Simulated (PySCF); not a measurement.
H4Cl3GeNOSi (SMILES N[SiH2][O][Ge]([Cl])([Cl])[Cl]), singlet, geometry from GFN2-xTB, atoms displaced at random by about 0.08 Å a coordinate.

The PySCF input:
```python
from pyscf import gto, scf, dft

mol = gto.M(
    atom='''
Si   -2.409402   -0.216773    0.946140
N    -3.154435    0.111450   -0.591645
O    -0.905231    0.085058    0.983392
Ge    0.588009   -0.009505   -0.029542
Cl    0.765373   -1.834118   -0.580985
Cl    2.079960    0.589517    1.283414
Cl    0.438621    1.487625   -1.700309
H    -2.740506    0.546686    2.118983
H    -2.544739   -1.794039    1.075911
H    -2.816873    0.896976   -0.955032
H    -4.146970   -0.077385   -0.736992
''',
    basis='sto-3g',
    charge=0,
    spin=0,
    verbose=4,
)

mf = dft.RKS(mol)
mf.xc = 'pbe0'
mf.kernel()
g = mf.nuc_grad_method()
grad = g.kernel()
```

Predict the dipole moment from PySCF with PBE0/STO-3G, gradient.

2.60 D

Predict the nuclear repulsion energy from PBE0/STO-3G, gradient.

1084.4422 Eh

What number of basis functions does PBE0/STO-3G, gradient give?

68

Give the Mulliken (on the basis functions themselves) charges in atom order at the level PBE0/STO-3G, gradient.

Si1 0.88, N2 -0.63, O3 -0.50, Ge4 0.97, Cl5 -0.26, Cl6 -0.27, Cl7 -0.29, H8 -0.13, H9 -0.14, H10 0.19, H11 0.18

Predict the HOMO-LUMO gap from PBE0/STO-3G, gradient.

5.27 eV
